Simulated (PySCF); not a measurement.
Bond curve of InBr⁻

Set-up: PySCF, scalar-relativistic core potentials, basis sets In def2-TZVPPD with ECP28, Br def2-TZVPPD. Energies in eV from In + Br⁻ in their ground configurations at the same level. State: ²Π (doublet), unpaired electrons π ↑.

All columns are ωB97X-V. A positive dipole points towards Br; it is taken about the centre of mass and depends on that origin.

| R (Å) | E (eV) | μ (D) | Mulliken charge on In (basis-dependent) | HOMO (eV) | LUMO (eV) | Mayer bond order | ⟨S²⟩ |
| --- | --- | --- | --- | --- | --- | --- | --- |
| 2.393 | -0.697 | 1.82 | -0.46 | -0.18 | 4.18 | 0.67 | 0.76 |
| 2.504 | -0.957 | 1.02 | -0.41 | -0.31 | 4.24 | 0.60 | 0.76 |
| 2.615 | -1.090 | 0.23 | -0.37 | -0.44 | 4.19 | 0.54 | 0.76 |
| 2.699 | -1.133 | -0.36 | -0.35 | -0.54 | 4.12 | 0.51 | 0.75 |
| 2.782 | -1.143 | -0.95 | -0.32 | -0.64 | 4.05 | 0.48 | 0.75 |
| 2.865 | -1.129 | -1.52 | -0.30 | -0.73 | 3.98 | 0.45 | 0.75 |
| 2.977 | -1.087 | -2.27 | -0.27 | -0.87 | 3.89 | 0.41 | 0.75 |
| 3.116 | -1.010 | -3.18 | -0.23 | -1.03 | 3.78 | 0.36 | 0.75 |
| 3.283 | -0.904 | -4.22 | -0.18 | -1.21 | 3.64 | 0.30 | 0.75 |
| 3.505 | -0.762 | -5.53 | -0.13 | -1.45 | 3.47 | 0.22 | 0.75 |

A fit through these points gives, at Re = 2.771 Å, μ = -0.87 D and dμ/dR = -6.96 D/Å; the reduced mass is 46.79 u.

How strong is the fundamental in the double-harmonic approximation, I = 42.26·(dμ/dR)²/μred km/mol?

I = 42.26·(-6.96)²/46.79 = 43.8 km/mol at ωB97X-V.

Spin–orbit coupling is left out, which matters for elements this heavy, above all for dissociation energies. For an ion De counts to the pair picked by the measured ionisation energies or electron affinities, which need not be the lowest pair at this level. The state is the lowest determinant that a PBE0 search found; another state may lie lower at other levels.
